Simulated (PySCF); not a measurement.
## Electron correlation in Se²⁺ (selenium, charge +2)

Starting occupation: [Ar] 3d10 4s2 4p2, 4p1/2 with m_j = -1/2, +1/2. All numbers are calculated (PySCF 2.14, X2C-1e with screened-nucleus spin-orbit coupling, Gaussian nucleus, in x2c-TZVPPall-2c with one added diffuse shell each of s, p, d type (7s8p5d1f, 63 functions)). Frozen: [Ar]; 14 electrons correlated; the 6 highest virtual spinors left out.

MP2 pair energies summed by pair of shells (mhartree):

| pair | energy | share (%) |
| --- | --- | --- |
| 3d-3d | -92.49 | 51.2 |
| 4p-4s | -38.03 | 21.0 |
| 3d-4s | -15.91 | 8.8 |
| 4s-4s | -15.87 | 8.8 |
| 3d-4p | -12.41 | 6.9 |
| 4p-4p | -6.08 | 3.4 |

Total MP2 correlation energy: -180.81 mhartree.

```tsv
level	correlation energy (mhartree)
CCSD	-191.28
(T)	-5.29
CCSD(T)	-196.57
```

Diagnostics: T1 = 0.032, largest double amplitude 0.133.

Problem. Is a single reference adequate?

Solution. Not fully. T1 exceeds 0.03, a sign that the reference determinant is poor.

The GHF reference relaxed away from the jj start to a determinant that is no pure jj level (⟨S²⟩ = 1.97, ⟨J²⟩ = 1.53); the energies belong to that determinant.

This basis was not built for core-valence correlation, so the inner-shell part is incomplete.
